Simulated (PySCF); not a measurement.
Ge(F)2(Me)2, C2H6F2Ge, SMILES [CH3][Ge]([CH3])([F])[F] at its B3LYP/def2-SVP optimised geometry (Å):

```
11

C     -1.1156     1.0588     0.0000
Ge    -0.1268    -0.6110     0.0000
C      1.8136    -0.6110     0.0000
F     -0.6593    -1.5492     1.3741
F     -0.6640    -1.5534    -1.3696
H     -0.8629     1.6492    -0.8932
H     -2.1937     0.8424    -0.0044
H     -0.8693     1.6446     0.8980
H      2.1757    -1.6492     0.0042
H      2.1937    -0.1000    -0.8970
H      2.1917    -0.0940     0.8945
```

Level of theory: B3LYP/def2-TZVP (PySCF 2.14.0). Cells within 0.4 Å of a nucleus heavier than hydrogen are left out (blank, or x).

Map of the deformation density (molecule minus spherical neutral atoms) (e/bohr³) on the plane z = 0.0 Å:

```
|111111111111111111111111111|
|111111111111111111111111111|
|111111111111111111111111111|
|111111111111111111111111111|
|111111111111111111111111111|
|111111111111111111111111111|
|111111111000111111111111111|
|111111100011001111111111111|
|111111000011000111111111111|
|1111101222x1000111111111111|
|111100178xx2100000111111111|
|1111001764x4210000000111111|
|111100012245310000000011111|
|111110001123111121011001111|
|111111100011xx0343xx1001111|
|111111100000xx0355xx0001111|
|111111110000001233673101111|
|111111110000000112594101111|
|111111111000000001262001111|
|111111111110000000000011111|
|111111111111100110000011111|
|111111111111111111111111111|
|111111111111111111111111111|
|111111111111111111111111111|
|111111111111111111111111111|
|111111111111111111111111111|
|111111111111111111111111111|
```
Scale: ten equal steps from -0.015 (start of '0') to 0.103 (end of '9'), in the order '0123456789'; x runs from -4.50 to 4.50, y from -4.50 (bottom) to 4.50 (top).
